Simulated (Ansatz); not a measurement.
Coupled-cluster diagnostics for Te2Pd⁻, Ansatz.

Geometry of the doublet (PBE-D4/def2-TZVPD):

```xyz
3

Pd   -0.815    0.870    0.020
Te    1.236    0.369   -1.239
Te   -0.421   -1.239    1.219
```

In the def2 sets Pd, Te take a core potential; there is no spin–orbit coupling. Correlated methods freeze 8 core orbitals; core or outer-core shells of Pd, Te are correlated, in sets that lack core-valence functions. In CCSD on the charge -1 doublet the largest single amplitude is 0.33, so its Hartree–Fock determinant may place the open shell otherwise than the density functionals do. Another isomer (doublet) lies 0.17 eV lower at PBE0-D4/def2-TZVPD.

Geometry of the charge -1 quartet (PBE-D4/def2-TZVPD):

```csv
atom,x (Å),y (Å),z (Å)
Pd1,-0.6159,-1.1000,-0.2138
Te2,-0.1453,0.4847,1.7487
Te3,0.7612,0.6152,-1.5349
```

Q: Estimate the CCSD(T) correlation energy, the shares of MP2 and (T), T1 and the reference's ⟨S²⟩ for: charge -1, doublet, own geometry in def2-SVPD; charge -1, quartet, own geometry in def2-SVPD; and the rough time on 4 threads of AMD EPYC 7B13 on a shared host.

A: 
```json
{"state": "charge -1, doublet, own geometry", "basis": "def2-SVPD", "correlation (eV)": "-17.952", "MP2 share (%)": "92.1", "(T) share (%)": "5.4", "T1": "0.066", "⟨S²⟩ (pure)": "1.53 (0.75)", "wall time": "27 s", "remarks": "large T1 (0.066), spin-contaminated (⟨S²⟩ 1.53)"}
{"state": "charge -1, quartet, own geometry", "basis": "def2-SVPD", "correlation (eV)": "-17.001", "MP2 share (%)": "93.4", "(T) share (%)": "4.5", "T1": "0.044", "⟨S²⟩ (pure)": "3.79 (3.75)", "wall time": "27 s", "remarks": "–"}
```
Customary marks for T1 are 0.02 (closed shells), 0.045 (open shells) and about 0.05 (3d metals). T1 exceeds 0.02 in 2 of 2 rows and 0.045 in 1; the higher it lies, the less the single-reference result can be trusted.
